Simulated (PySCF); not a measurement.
Species: CH₇FO₂SSi₂.
Bonds: C1–S2, S2–O3 (double), S2–O4 (double), S2–Si5, Si5–Si6, Si6–F7. Hydrogens: H8, H9, H10 on C1; H11, H12 on Si5; H13, H14 on Si6.

Method: PBE0-D3(BJ)/def2-SVP geometry optimisation, gas phase in PySCF 2.14.0; density fitting, grid level 1; the optimiser is geomeTRIC in internal coordinates, started from a GFN2-xTB structure.

Step 0: E = -34518.5211 eV
```
atom  x, y, z in Å  |  force x, y, z in eV/Å
C1      2.1326    0.2890    0.7764   -0.921  -0.921  -0.662
S2      0.7879    0.2590   -0.4720    1.087   1.076   0.633
O3     -0.2350    1.1676    0.2013   -0.420   0.397   0.772
O4      1.3268    0.8346   -1.6832    0.761   0.158  -1.292
Si5    -0.7722   -1.3201   -0.8433    0.860  -0.338   0.354
Si6    -2.0187    0.4155    0.2015   -1.416  -0.551   0.006
F7     -3.5025   -0.3647    0.1438    0.143  -0.198  -0.134
H8      2.9765   -0.2492    0.3643    0.433  -0.282  -0.181
H9      1.7530   -0.1836    1.6729   -0.099  -0.224   0.535
H10     2.3831    1.3259    0.9579   -0.131   0.629  -0.146
H11    -0.4120   -1.6654   -2.2244   -0.255   0.002  -0.613
H12    -0.0504   -2.3909   -0.1199   -0.345  -0.534   0.467
H13    -1.9367    0.3675    1.6585    0.258   0.153   0.569
H14    -2.4330    1.5143   -0.6559    0.045   0.632  -0.307
```

Q: Estimate the geometry and energy of step 1. (The exact step hangs on the optimiser's Hessian estimate; all steps are aligned on step 0, rigid shifts and turns removed.)

A: E = -34518.9065 eV, largest force 0.935 eV/Å
```
atom  x, y, z in Å  |  force x, y, z in eV/Å
C1      2.0850    0.2170    0.7362   -0.130  -0.103  -0.225
S2      0.8146    0.3736   -0.5207   -0.034   0.704  -0.121
O3     -0.2299    1.2591    0.1923    0.255  -0.173   0.006
O4      1.4176    0.9581   -1.7253    0.020  -0.256   0.280
Si5    -0.7011   -1.3102   -0.7818    0.913   0.198   0.041
Si6    -2.0598    0.4137    0.2052   -0.616  -0.531  -0.038
F7     -3.4738   -0.4677    0.1313   -0.022  -0.049  -0.025
H8      2.9337   -0.3376    0.3190    0.040   0.015  -0.039
H9      1.6744   -0.2819    1.6217   -0.070   0.027   0.030
H10     2.3511    1.2603    0.9527    0.064   0.000   0.037
H11    -0.3761   -1.6611   -2.1929   -0.348  -0.081  -0.162
H12    -0.0141   -2.3734    0.0195   -0.288  -0.142   0.146
H13    -1.9306    0.4203    1.6820    0.108   0.180   0.077
H14    -2.4919    1.5292   -0.6612    0.108   0.212  -0.008
```

The energy changes by -0.3855 eV. The first-order estimate −F·Δx gives -0.6202 eV and the mean of the old and new forces, exact on a quadratic surface, -0.3844 eV. The step makes an angle of 65° with the force vector and moves no atom by more than 0.159 Å.

What follows is the cost of the whole optimisation. On one thread of an Intel Xeon 6975P-C, shared host with 192 logical CPUs at a one-minute load of 136, this took 3.0 min and 0.71 GiB of memory at its peak.
